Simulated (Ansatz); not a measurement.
`N[SiH](F)Cl` + HBr → `N[SiH](F)Br` + HCl at 298.15 K and 1 bar (ligand exchange at the Si–Cl bond).

Program: Ansatz. Geometries: PBE0-D4/def2-TZVP. ΔE: electronic, gas phase. CBS: MP2 limit from def2 TZ/QZ plus the TZ coupled-cluster correction, frozen cores. This one scheme is used for every species. For Br outer-core shells are correlated without core-valence functions, which leaves a few kJ/mol of doubt a bond. Scalar relativity is left out up to krypton. Each species was taken in one conformer, which may not be the lowest.

```
      species  CCSD(T)/CBS energy (Eh)  H − E (kJ/mol)  S (J/(mol·K))
`N[SiH](F)Cl`               -905.31614           121.5          316.9
          HBr              -2573.91920            24.6          198.6
`N[SiH](F)Br`              -3018.85213           120.7          329.0
          HCl               -460.38127            26.6          186.8
```

H − E and S are ideal-gas, rigid-rotor, harmonic terms from PBE0-D4/def2-TZVP, for one conformer and one mirror image of each species. 1 Eh = 2625.50 kJ/mol, R = 8.31446 J/(mol·K).

Problem. By hand: ΔE, ΔH, ΔS and ΔG.

Solution. ΔE = (-3018.85213) + (-460.38127) − (-905.31614) − (-2573.91920) = 0.00194 Eh = 5.1 kJ/mol. Δ(H − E) = 120.7 + 26.6 − 121.5 − 24.6 = 1.2, so ΔH = 6.3 kJ/mol. ΔS = 329.0 + 186.8 − 316.9 − 198.6 = 0.3 J/(mol·K). ΔG = 6.3 − 298.15 × (0.3)/1000 = 6.2 kJ/mol.

Problem. By hand: the equilibrium constant, and the temperature at which ΔG would vanish if ΔH and ΔS stayed fixed.

Solution. log₁₀ K = −ΔG/(RT ln 10) = -1.1. ΔG = 0 at ΔH/ΔS = 21000 K, far beyond where these terms or the molecules hold.

The number of gas molecules stays the same, so ΔS is small and ΔH decides. A doubt of 5 kJ/mol in ΔE shifts log₁₀ K by 0.9 here. Other conformers and mirror images would add mixing entropy, several J/(mol·K) or more a flexible species. These are equilibria of isolated gas molecules and say nothing of rates. Largest T1 diagnostic: 0.010 (customary marks: 0.02 for closed shells, 0.045 for open ones).
